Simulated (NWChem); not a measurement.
System: hydrogen bromide (HBr); SMILES Br

NWChem printed, in part:

```
             Northwest Computational Chemistry Package (NWChem) 7.3.0
             --------------------------------------------------------

 ORDER OF PRIMARY AXIS IS BEING SET TO 4
 C4V symmetry detected

                             Geometry "geometry" -> ""
                             -------------------------

 Output coordinates in angstroms (scale by  1.889725989 to convert to a.u.)

  No.       Tag          Charge          X              Y              Z
 ---- ---------------- ---------- -------------- -------------- --------------
    1 Br                  35.0000     0.00000000     0.00000000     0.03951019
    2 H                    1.0000     0.00000000     0.00000000    -1.38285681

 Effective nuclear repulsion energy (a.u.)      13.0213958247

      Symmetry information
      --------------------

 Group name             C4v
 Group number             18
 Group order               8
 No. of unique centers     2

                                 NWChem DFT Module
                                 -----------------

 Summary of "ao basis" -> "ao basis" (spherical)
 ------------------------------------------------------------------------------
       Tag                 Description            Shells   Functions and Types
 ---------------- ------------------------------  ------  ---------------------
 Br                          3-21g                  10       22   5s4p1d
 H                           3-21g                   2        2   2s

      Symmetry analysis of basis
      --------------------------

        a1         12
        a2          0
        b1          1
        b2          1
        e          10

            General Information
            -------------------
          SCF calculation type: DFT
          Wavefunction type:  closed shell.
          No. of atoms     :     2
          No. of electrons :    36
           Alpha electrons :    18
            Beta electrons :    18
          Charge           :     0
          Spin multiplicity:     1
          Use of symmetry is: on ; symmetry adaption is: on
          Maximum number of iterations: 150
          AO basis - number of functions:    24
                     number of shells:    12
          Convergence on energy requested:  1.00D-06
          Convergence on density requested:  1.00D-05
          Convergence on gradient requested:  5.00D-04

              XC Information
              --------------
                         B3LYP Method XC Potential
                     Hartree-Fock (Exact) Exchange  0.200
                        Slater Exchange Functional  0.800 local
                    Becke 1988 Exchange Functional  0.720 non-local
              Lee-Yang-Parr Correlation Functional  0.810
                  VWN I RPA Correlation Functional  0.190 local

             Grid Information
             ----------------
          Grid used for XC integration:  medium
          Radial quadrature: Mura-Knowles
          Angular quadrature: Lebedev.
          Tag              B.-S. Rad. Rad. Pts. Rad. Cut. Ang. Pts.
          ---              ---------- --------- --------- ---------
          Br                  1.15      112           6.0       590
          H                   0.35       45           6.0       434
          Grid pruning is: on
          Number of quadrature shells:   157
          Spatial weights used:  Erf1

      Superposition of Atomic Density Guess
      -------------------------------------

 Sum of atomic energies:       -2560.53875212

      Non-variational initial energy
      ------------------------------

 Total energy =   -2560.611794
 1-e energy   =   -3596.366496
 2-e energy   =    1022.733306
 HOMO         =      -0.381664
 LUMO         =       0.107067

      Symmetry analysis of molecular orbitals - initial
      -------------------------------------------------

 !! scf_movecs_sym_adapt:    2 vectors were symmetry contaminated

  Symmetry fudging

 !! scf_movecs_sym_adapt:    2 vectors were symmetry contaminated

  Numbering of irreducible representations:

     1 a1          2 a2          3 b1          4 b2          5 e

  Orbital symmetries:

     1 a1          2 a1          3 a1          4 e           5 e
     6 a1          7 a1          8 e           9 e          10 a1
    11 e          12 e          13 b2         14 b1         15 a1
    16 a1         17 e          18 e          19 a1         20 a1
    21 e          22 e          23 a1         24 a1

     ---------------------------------------------
      Total Density - Mulliken Population Analysis
     ---------------------------------------------

    Atom       Charge   Shell Charges
 -----------   ------   -------------------------------------------------------
    1 Br  35    35.32   2.00  2.00  5.99  2.00  5.97  0.78  2.37  1.16  3.05 10.00
    2 H    1     0.68   0.30  0.37

   convergence    iter        energy       DeltaE   RMS-Dens  Diis-err
 ---------------- ----- ----------------- --------- --------- ---------
 d= 0,ls=0.0,diis     1  -2562.3590867900 -2.58D+03  2.52D-02  1.77D-01
 d= 0,ls=0.0,diis     2  -2562.3767795108 -1.77D-02  1.15D-02  2.49D-02
 d= 0,ls=0.0,diis     3  -2562.3818419398 -5.06D-03  3.09D-03  3.57D-03
 d= 0,ls=0.0,diis     4  -2562.3825036768 -6.62D-04  3.57D-04  5.09D-05
 d= 0,ls=0.0,diis     5  -2562.3825116918 -8.02D-06  3.93D-06  4.80D-09
 d= 0,ls=0.0,diis     6  -2562.3825116925 -7.33D-10  1.82D-07  1.71D-11

         Total DFT energy =    -2562.382511692533
      One electron energy =    -3597.385895659902
           Coulomb energy =     1113.770878861258
    Exchange-Corr. energy =      -91.788890718588
 Nuclear repulsion energy =       13.021395824699

 Numeric. integr. density =       36.000007481825

                  Occupations of the irreducible representations
                  ----------------------------------------------

                     irrep           alpha         beta
                     --------     --------     --------
                     a1                8.0          8.0
                     a2                0.0          0.0
                     b1                1.0          1.0
                     b2                1.0          1.0
                     e                 8.0          8.0

                       DFT Final Molecular Orbital Analysis
                       ------------------------------------

 Vector   16  Occ=2.000000D+00  E=-4.368710D-01  Symmetry=a1
              MO Center= -9.4D-18, -5.0D-19, -2.4D-01, r^2= 1.7D+00
   Bfn.  Coefficient  Atom+Function         Bfn.  Coefficient  Atom+Function
  ----- ------------  ---------------      ----- ------------  ---------------
    13      0.418494  1 Br pz                14      0.369332  1 Br s
    24     -0.334428  2 H  s                 17      0.286990  1 Br pz
     9     -0.278966  1 Br pz                23     -0.268979  2 H  s
     6     -0.149570  1 Br s                 10      0.147611  1 Br s
     5      0.090374  1 Br pz                 2      0.051894  1 Br s

 Vector   17  Occ=2.000000D+00  E=-2.915330D-01  Symmetry=e
              MO Center= -6.7D-17,  3.1D-17,  4.0D-02, r^2= 1.4D+00
   Bfn.  Coefficient  Atom+Function         Bfn.  Coefficient  Atom+Function
  ----- ------------  ---------------      ----- ------------  ---------------
    16      0.612313  1 Br py                12      0.522513  1 Br py
     8     -0.355933  1 Br py                 4      0.114984  1 Br py
    15      0.040281  1 Br px                11      0.034374  1 Br px

 Vector   18  Occ=2.000000D+00  E=-2.915330D-01  Symmetry=e
              MO Center=  2.8D-18,  9.8D-18,  4.0D-02, r^2= 1.4D+00
   Bfn.  Coefficient  Atom+Function         Bfn.  Coefficient  Atom+Function
  ----- ------------  ---------------      ----- ------------  ---------------
    15      0.612313  1 Br px                11      0.522513  1 Br px
     7     -0.355933  1 Br px                 3      0.114984  1 Br px
    16     -0.040281  1 Br py                12     -0.034374  1 Br py

 Vector   19  Occ=0.000000D+00  E= 7.597135D-03  Symmetry=a1
              MO Center=  6.2D-18,  4.8D-19, -8.0D-01, r^2= 2.3D+00
   Bfn.  Coefficient  Atom+Function         Bfn.  Coefficient  Atom+Function
  ----- ------------  ---------------      ----- ------------  ---------------
    24      1.286822  2 H  s                 17      0.933056  1 Br pz
    14     -0.629215  1 Br s                 13      0.346192  1 Br pz
     9     -0.236955  1 Br pz                23      0.233816  2 H  s
     6      0.121826  1 Br s                 10     -0.116650  1 Br s
     5      0.075998  1 Br pz                20     -0.040028  1 Br d  0

 Vector   20  Occ=0.000000D+00  E= 6.022080D-01  Symmetry=a1
              MO Center= -4.2D-18, -1.9D-17,  7.2D-01, r^2= 1.7D+00
   Bfn.  Coefficient  Atom+Function         Bfn.  Coefficient  Atom+Function
  ----- ------------  ---------------      ----- ------------  ---------------
    10      1.147895  1 Br s                 14     -1.152736  1 Br s
    13      1.106009  1 Br pz                17     -0.980246  1 Br pz
     9     -0.374785  1 Br pz                 2      0.155462  1 Br s
    23     -0.115244  2 H  s                  5      0.113305  1 Br pz
    24      0.089989  2 H  s                  6      0.054677  1 Br s

 Vector   21  Occ=0.000000D+00  E= 6.217024D-01  Symmetry=e
              MO Center= -7.7D-18,  7.2D-17,  4.0D-02, r^2= 2.2D+00
   Bfn.  Coefficient  Atom+Function         Bfn.  Coefficient  Atom+Function
  ----- ------------  ---------------      ----- ------------  ---------------
    12      1.459230  1 Br py                16     -1.276140  1 Br py
     8     -0.501283  1 Br py                 4      0.151711  1 Br py
    11     -0.122138  1 Br px                15      0.106814  1 Br px
     7      0.041958  1 Br px

     ---------------------------------------------
      Total Density - Mulliken Population Analysis
     ---------------------------------------------

[...]
```

Level: B3LYP/3-21G. Structure relaxed at the PBE0/def2-SVP level.

**Question.** Which NWChem input produces such a log?

**Answer.** Several could match; the one computed here: the input that was run:
```
start job
memory heap 200 mb stack 900 mb global 1100 mb
geometry units angstroms noautoz
  Br     0.000000     0.000000     0.049320
  H      0.000000     0.000000    -1.373047
end
basis spherical
  * library 3-21g
end
dft
  xc b3lyp
  iterations 150
  mulliken
end
task dft energy
```
